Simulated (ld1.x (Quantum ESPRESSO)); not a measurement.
# Tc: one change to a TM semilocal potential, before and after

* Element: Tc (Z = 43)
* Generator: ld1.x (Quantum ESPRESSO) 7.5
* Type: norm-conserving Troullier–Martins (semilocal form)
* Functional: PBE
* Relativity: scalar-relativistic
* Frozen core: [Kr]
* Valence charge: 7
* Reference configuration: 4d5 5s0.5 5p0 (charge +1.5)
* Partial waves: 5p (bound, empty): rc 2.70 bohr; 4d (bound): rc 2.05 bohr; 5s (bound): rc 2.80 bohr
* Local potential: the s channel
* Core correction: Bessel-smoothed model core inside 1.60 bohr

Change: all radii but the core radius scaled by about 1.22 (s 3.42, p 3.30, d 2.50 bohr).

Cutoffs: the cutoffs (Ry, on a coarse ladder) from which the occupation-weighted sum of valence levels, in a spherical-Bessel basis at the reference potential, stays within 10 and 1 mRy of its value at 400 Ry; they do not see the model core or the augmentation charge, which bear on the density cutoff. Errors are all-electron minus pseudo energies relative to the spin-unpolarised reference configuration.

Problem. How do hardness, ghosts and transferability respond?

Solution. The potential gets softer (40 Ry and 50 Ry → 35 Ry and 40 Ry); of the 7 tests that both files solve, the error grows in 4 and shrinks in 2 by more than 15 % and 0.3 meV (median size 12.5 → 9.0 meV); neither file shows a bound ghost. A larger radius leaves more room for a smooth pseudo-wave, so fewer plane waves are needed. A semilocal file is local in each channel, so a ghost entry of none says nothing of the separable form that plane-wave codes build from it.

```tsv
quantity	base	changed
cutoff, loose	40 Ry	35 Ry
cutoff, tight	50 Ry	40 Ry
loose cutoff by channel (10 mRy a level)	d 35 Ry, s 6 Ry	d 30 Ry, s 6 Ry
bound ghosts	none	none
error for 4d5 5s2 5p0, meV [ΔE -14.70 eV]	-13	-6.3
error for 4d5 5s1 5p0, meV [ΔE -6.55 eV]	-1.5	-2.3
error for 4d5 5s0 5p0, meV [ΔE 8.30 eV]	-5.0	-9.0
error for 4d4 5s2 5p1, meV [ΔE -8.09 eV]	-215	-114
error for 4d6 5s1 5p0, meV [ΔE -15.64 eV]	-36	-39
error for 4d5 5s0 5p1, meV [ΔE -1.97 eV]	-1.0	-3.6
error for 4d4 5s0 5p0, meV [ΔE 37.01 eV]	-144	-192
```
